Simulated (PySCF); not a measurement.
Input and output

[Pr(H2O)3]3+ (singlet in the valence; each metal's 4f electrons, 2 of them, lie in its core potential, out of spins and levels). PySCF 2.14.0, RKS PBE, Pr lcecp-1-SVP with ECP48, O def2-SVP, H def2-SVP; non-relativistic Hamiltonian with scalar-relativistic core potentials where named; density fitting; no spin-orbit coupling. Purpose: all atoms moved at random, sigma 0.1 A.

```python
mol = gto.M(atom='''
Pr    -0.00929    -0.11654     0.06015
O      2.38298    -0.12100     0.01274
H      2.98704     0.79400    -0.01748
H      3.07597    -0.64745    -0.12976
O     -1.18627     1.96405    -0.05593
H     -2.21241     2.25433     0.11075
H     -0.73139     3.04165    -0.01897
O     -1.27082    -1.93824     0.00401
H     -0.79212    -3.11554     0.04054
H     -2.24369    -2.11527    -0.00606''',
    basis={'Pr': 'lcecp-1-SVP', 'O': 'def2-SVP', 'H': 'def2-SVP'},
    ecp={'Pr': 'lcecp-1-SVP'},
    charge=3, spin=0)
mf = dft.RKS(mol, xc='PBE')
mf.grids.atom_grid = (50, 194)  # f atoms: unpruned, at least (60, 302)
mf = mf.density_fit()  # fitting sets: Pr AutoAux, O def2-universal-JKFIT, H def2-universal-JKFIT
mf.conv_tol = 1e-08; mf.max_cycle = 55
mf.kernel(dm0)  # dm0: converged density of the relaxed state
mf.nuc_grad_method().kernel()
```

Run from Python with OMP_NUM_THREADS=2; the lines above give its settings. Where DIIS fails, smearing, a level shift and second-order steps follow.
It took 4.7 s on 2 threads of Intel(R) Xeon(R) 6975P-C (Granite Rapids) (shared host), from an already converged density.

Task: Where do the frontier levels lie, over both spins?

Result: HOMO -22.22 eV, LUMO -17.06 eV. The 4f levels lie in the core potential and are missing.

Task: What are the Mulliken charges and spins?

Result: 
```tsv
atom	charge (e)	spin (e)
Pr1	1.861	0.000
O2	-0.247	0.000
H3	0.359	0.000
H4	0.228	0.000
O5	-0.405	0.000
H6	0.368	0.000
H7	0.405	0.000
O8	-0.373	0.000
H9	0.469	0.000
H10	0.335	0.000
```
The spin of the 4f electrons in the core isn't counted.

Task: What forces act on the atoms (eV/Å)?

Result: 
```
Pr   0.51  1.47 -0.03
O   -3.50  7.43  0.80
H   -1.94 -2.06  0.25
H    5.28 -5.28 -1.09
O   -0.62  4.38  0.87
H    2.40 -0.94 -0.52
H   -1.50 -3.80 -0.26
O    1.85 -5.11  0.18
H   -2.02  4.13 -0.17
H   -0.46 -0.23 -0.04
```
Forces carry noise of the integration grid, about 0.01 to 0.03 eV/Å.

Task: How does its energy compare with the relaxed singlet of charge +3 in vacuum?

Result: It lies 2.189 eV higher.

An lcecp potential fixes the number of 4f electrons, so in runs with it no electron can move into or out of that shell.
